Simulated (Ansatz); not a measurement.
System: C3H4O, net charge 0, singlet state. 
Geometry from a B3LYP-D3(BJ)/def2-TZVP (Ansatz, a quantum-chemistry and plane-wave program) optimisation:
```
C
H 1 1.0839
H 1 1.0839 2 114.69
C 1 1.4653 2 118.84 3 149.21
O 4 1.1941 1 147.60 2 -73.96
C 4 1.4653 5 147.60 1 180.00
H 6 1.0839 4 118.84 5 -73.96
H 6 1.0839 7 114.69 4 -149.21
```

Quantity: vertical ionisation energy (to the doublet state of charge +1; each state is the SCF solution reached for its spin), in eV. Cores are frozen in the correlated levels unless marked. Open shells are spin-unrestricted. Spin-orbit coupling is left out. Non-relativistic. Basis-set limits of correlation are two-point, X^-3; Hartree-Fock from the larger set. The bracket is a focal-point correction in the basis named.

```csv
level,program,vertical ionisation energy (eV)
SVWN5/def2-TZVPD,Ansatz,?
PBE/def2-TZVPD,Ansatz,9.28
PBE0/def2-TZVPD,Ansatz,9.43
B2PLYP/def2-TZVPD,Ansatz,9.49
"RI-MP2/CBS(aug-cc-pVTZ,aug-cc-pVQZ)+[CCSD(T)-MP2]/aug-cc-pVTZ",Ansatz,?
```

Task: Some entries are withheld; supply them.

Result: 
- SVWN5/def2-TZVPD, vertical ionisation energy (eV): 9.51
- RI-MP2/CBS(aug-cc-pVTZ,aug-cc-pVQZ)+[CCSD(T)-MP2]/aug-cc-pVTZ, vertical ionisation energy (eV): 9.68
